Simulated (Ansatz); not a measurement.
Ansatz (a quantum-chemistry and plane-wave program) input (B3LYP/6-31G* with LANL2DZ past Ar): The .json file joins the Basis Set Exchange's 6-31G* for atoms up to Ar and LANL2DZ past it.

Ansatz 0.2 input:
```yaml
crystal:
  periodic: [false, false, false]
  atoms:
    - {symbol: As, position_ang: [0.00033689, 0.00016049, 0.07079348]}
    - {symbol: H, position_ang: [-0.78655946, -1.02019167, -0.77269406]}
    - {symbol: H, position_ang: [-0.49426156, 1.18543431, -0.77908532]}
    - {symbol: H, position_ang: [1.26970363, -0.17053890, -0.78440557]}
basis:
  gaussian:
    orbitals: 6-31Gs+LANL2DZ.json
hamiltonian:
  xc: {name: B3LYP}
phonons: {temperatures: {t_min: 298.15, t_max: 298.15, t_step: 100}}
```

Output:

```
Functional definition: B3LYP
integrals: 0.00 GiB planned
245 factors; integrals over basis functions are off by at most 2.9e-4 eV
mean field: 0.05 GiB planned
mean field evaluation 1: about -214.7664 eV, gradient 4.0e0 eV
mean field evaluation 2: about -214.8227 eV, gradient 1.9e0 eV
mean field evaluation 4: about -214.8382 eV, gradient 2.5e-2 eV
mean field evaluation 8: about -214.8357 eV, gradient 3.1e-4 eV
mean field -214.83573090 eV, -7.8950674898 hartree, gradient 2.5e-6 eV, S^2 0.000000; 0 other end points of the search recorded, 0 dependent functions left out
the calculation of the forces begins
reference -214.83590242 eV, -7.8950737929 hartree; 4, 4 occupied and 10, 10 virtual orbitals, 245 factors
these checks for a lower state are left out or cut short: stability, starts, cluster_reference, orbital_swaps, neighbouring_geometries, increment
integrals: 0.00 GiB planned
245 factors; integrals over basis functions are off by at most 2.9e-4 eV
mean field: 0.05 GiB planned
mean field evaluation 16: about -214.8357 eV, gradient 8.6e-5 eV
mean field -214.83567114 eV, -7.8950652934 hartree, gradient 1.7e-6 eV, S^2 0.000000; 0 other end points of the search recorded, 0 dependent functions left out
the calculation of the forces begins
reference -214.83584261 eV, -7.8950715949 hartree; 4, 4 occupied and 10, 10 virtual orbitals, 245 factors
these checks for a lower state are left out or cut short: stability, starts, cluster_reference, orbital_swaps, neighbouring_geometries, increment
integrals: 0.00 GiB planned
245 factors; integrals over basis functions are off by at most 2.9e-4 eV
mean field: 0.05 GiB planned
mean field -214.83567073 eV, -7.8950652786 hartree, gradient 2.0e-6 eV, S^2 0.000000; 0 other end points of the search recorded, 0 dependent functions left out
the calculation of the forces begins
reference -214.83584229 eV, -7.8950715832 hartree; 4, 4 occupied and 10, 10 virtual orbitals, 245 factors
these checks for a lower state are left out or cut short: stability, starts, cluster_reference, orbital_swaps, neighbouring_geometries, increment
integrals: 0.00 GiB planned
245 factors; integrals over basis functions are off by at most 2.9e-4 eV
mean field: 0.05 GiB planned
mean field evaluation 32: about -214.8357 eV, gradient 2.6e-6 eV
mean field -214.83567314 eV, -7.8950653669 hartree, gradient 2.6e-6 eV, S^2 0.000000; 0 other end points of the search recorded, 0 dependent functions left out
the calculation of the forces begins
reference -214.83584464 eV, -7.8950716695 hartree; 4, 4 occupied and 10, 10 virtual orbitals, 245 factors
these checks for a lower state are left out or cut short: stability, starts, cluster_reference, orbital_swaps, neighbouring_geometries, increment
integrals: 0.00 GiB planned
245 factors; integrals over basis functions are off by at most 2.9e-4 eV
mean field: 0.05 GiB planned
mean field -214.83566879 eV, -7.8950652071 hartree, gradient 2.9e-6 eV, S^2 0.000000; 0 other end points of the search recorded, 0 dependent functions left out
the calculation of the forces begins
reference -214.83584032 eV, -7.8950715107 hartree; 4, 4 occupied and 10, 10 virtual orbitals, 245 factors
these checks for a lower state are left out or cut short: stability, starts, cluster_reference, orbital_swaps, neighbouring_geometries, increment
integrals: 0.00 GiB planned
245 factors; integrals over basis functions are off by at most 2.9e-4 eV
mean field: 0.05 GiB planned
mean field -214.83568985 eV, -7.8950659813 hartree, gradient 1.4e-6 eV, S^2 0.000000; 0 other end points of the search recorded, 0 dependent functions left out
the calculation of the forces begins
reference -214.83586134 eV, -7.8950722831 hartree; 4, 4 occupied and 10, 10 virtual orbitals, 245 factors
these checks for a lower state are left out or cut short: stability, starts, cluster_reference, orbital_swaps, neighbouring_geometries, increment
integrals: 0.00 GiB planned
245 factors; integrals over basis functions are off by at most 2.9e-4 eV
mean field: 0.05 GiB planned
mean field -214.83569378 eV, -7.8950661257 hartree, gradient 1.1e-6 eV, S^2 0.000000; 0 other end points of the search recorded, 0 dependent functions left out
the calculation of the forces begins
reference -214.83586533 eV, -7.8950724300 hartree; 4, 4 occupied and 10, 10 virtual orbitals, 245 factors
these checks for a lower state are left out or cut short: stability, starts, cluster_reference, orbital_swaps, neighbouring_geometries, increment
integrals: 0.00 GiB planned
245 factors; integrals over basis functions are off by at most 2.9e-4 eV
mean field: 0.05 GiB planned
mean field -214.83571787 eV, -7.8950670109 hartree, gradient 9.6e-7 eV, S^2 0.000000; 0 other end points of the search recorded, 0 dependent functions left out
the calculation of the forces begins
reference -214.83588941 eV, -7.8950733146 hartree; 4, 4 occupied and 10, 10 virtual orbitals, 245 factors
these checks for a lower state are left out or cut short: stability, starts, cluster_reference, orbital_swaps, neighbouring_geometries, increment
integrals: 0.00 GiB planned
245 factors; integrals over basis functions are off by at most 2.9e-4 eV
mean field: 0.05 GiB planned
mean field evaluation 64: about -214.8357 eV, gradient 9.3e-7 eV
mean field -214.83571924 eV, -7.8950670613 hartree, gradient 9.3e-7 eV, S^2 0.000000; 0 other end points of the search recorded, 0 dependent functions left out
the calculation of the forces begins
reference -214.83589074 eV, -7.8950733637 hartree; 4, 4 occupied and 10, 10 virtual orbitals, 245 factors
these checks for a lower state are left out or cut short: stability, starts, cluster_reference, orbital_swaps, neighbouring_geometries, increment
integrals: 0.00 GiB planned
245 factors; integrals over basis functions are off by at most 2.9e-4 eV
mean field: 0.05 GiB planned
mean field -214.83571877 eV, -7.8950670438 hartree, gradient 2.4e-6 eV, S^2 0.000000; 0 other end points of the search recorded, 0 dependent functions left out
the calculation of the forces begins
reference -214.83589029 eV, -7.8950733471 hartree; 4, 4 occupied and 10, 10 virtual orbitals, 245 factors
these checks for a lower state are left out or cut short: stability, starts, cluster_reference, orbital_swaps, neighbouring_geometries, increment
integrals: 0.00 GiB planned
245 factors; integrals over basis functions are off by at most 2.9e-4 eV
mean field: 0.05 GiB planned
mean field -214.83572032 eV, -7.8950671007 hartree, gradient 2.2e-6 eV, S^2 0.000000; 0 other end points of the search recorded, 0 dependent functions left out
the calculation of the forces begins
reference -214.83589183 eV, -7.8950734036 hartree; 4, 4 occupied and 10, 10 virtual orbitals, 245 factors
these checks for a lower state are left out or cut short: stability, starts, cluster_reference, orbital_swaps, neighbouring_geometries, increment
integrals: 0.00 GiB planned
245 factors; integrals over basis functions are off by at most 2.9e-4 eV
mean field: 0.05 GiB planned
mean field -214.83569861 eV, -7.8950663029 hartree, gradient 1.0e-6 eV, S^2 0.000000; 0 other end points of the search recorded, 0 dependent functions left out
the calculation of the forces begins
reference -214.83587017 eV, -7.8950726076 hartree; 4, 4 occupied and 10, 10 virtual orbitals, 245 factors
these checks for a lower state are left out or cut short: stability, starts, cluster_reference, orbital_swaps, neighbouring_geometries, increment
integrals: 0.00 GiB planned
245 factors; integrals over basis functions are off by at most 2.9e-4 eV
mean field: 0.05 GiB planned
mean field -214.83569502 eV, -7.8950661710 hartree, gradient 1.2e-6 eV, S^2 0.000000; 0 other end points of the search recorded, 0 dependent functions left out
the calculation of the forces begins
reference -214.83586649 eV, -7.8950724725 hartree; 4, 4 occupied and 10, 10 virtual orbitals, 245 factors
these checks for a lower state are left out or cut short: stability, starts, cluster_reference, orbital_swaps, neighbouring_geometries, increment
integrals: 0.00 GiB planned
245 factors; integrals over basis functions are off by at most 2.9e-4 eV
mean field: 0.05 GiB planned
mean field -214.83571163 eV, -7.8950667814 hartree, gradient 1.4e-6 eV, S^2 0.000000; 0 other end points of the search recorded, 0 dependent functions left out
the calculation of the forces begins
reference -214.83588314 eV, -7.8950730844 hartree; 4, 4 occupied and 10, 10 virtual orbitals, 245 factors
these checks for a lower state are left out or cut short: stability, starts, cluster_reference, orbital_swaps, neighbouring_geometries, increment
integrals: 0.00 GiB planned
245 factors; integrals over basis functions are off by at most 2.9e-4 eV
mean field: 0.05 GiB planned
mean field evaluation 96: about -214.8357 eV, gradient 1.1e-1 eV
mean field -214.83571353 eV, -7.8950668513 hartree, gradient 1.4e-6 eV, S^2 0.000000; 0 other end points of the search recorded, 0 dependent functions left out
the calculation of the forces begins
reference -214.83588505 eV, -7.8950731545 hartree; 4, 4 occupied and 10, 10 virtual orbitals, 245 factors
Total energy: -214.83590242 eV, -7.8950737929 hartree
Atom 0 at     0.000337     0.000160     0.070793 Å, force     0.000023     0.000026     0.001151 eV/Å
Atom 1 at    -0.786559    -1.020192    -0.772694 Å, force    -0.000454    -0.000590    -0.000393 eV/Å
Atom 2 at    -0.494262     1.185434    -0.779085 Å, force    -0.000313     0.000688    -0.000377 eV/Å
Atom 3 at     1.269704    -0.170539    -0.784406 Å, force     0.000744    -0.000125    -0.000381 eV/Å
Dipole moment:    -0.000606    -0.000288    -0.127494 e Å
Vibrations: 968.91 1056.55 1056.56 2098.93 2138.94 2138.96 cm⁻¹, zero-point energy 0.586374 eV
```

The blocks after the first are displaced geometries, from whose forces the wavenumbers follow.
